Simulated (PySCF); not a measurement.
C₈H₁₂Sn, SMILES [CH]([Sn]([CH]=C)([CH]=C)[CH]=C)=C. The structure is a stationary point at B3LYP-D3(BJ)/def2-SVP. The isomer is the one that the SMILES or the coordinates give; other isomers of the formula were not compared. The def2 effective core potentials stand for the cores of Sn; spin–orbit coupling is left out. Other conformers were not sampled.

Computed equilibrium geometry at B3LYP-D3(BJ)/def2-SVP (PySCF confirms it by a frequency run) as Cartesian coordinates in Å (one conformer of several):
```xyz
21

C     -2.3758     1.8401    -0.1311
C     -1.3236     1.5740     0.6518
Sn     0.1495     0.0926     0.1236
C     -0.3078    -1.7005     1.2294
C     -1.4953    -1.8928     1.8153
C     -0.0369    -0.3441    -1.9768
C     -0.6059    -1.4690    -2.4261
C      2.1532     0.7772     0.5165
C      3.1341     0.6828    -0.3888
H     -2.5312     1.3305    -1.0896
H     -3.1353     2.5833     0.1440
H     -1.2194     2.1159     1.6006
H      0.4542    -2.4872     1.2990
H     -2.2909    -1.1390     1.7774
H     -1.7332    -2.8131     2.3645
H      0.3296     0.3911    -2.7048
H     -0.9923    -2.2368    -1.7452
H     -0.7150    -1.6806    -3.4976
H      2.3801     1.2169     1.4963
H      4.1544     1.0303    -0.1816
H      2.9716     0.2527    -1.3842
```
Charge 0, spin multiplicity 1.
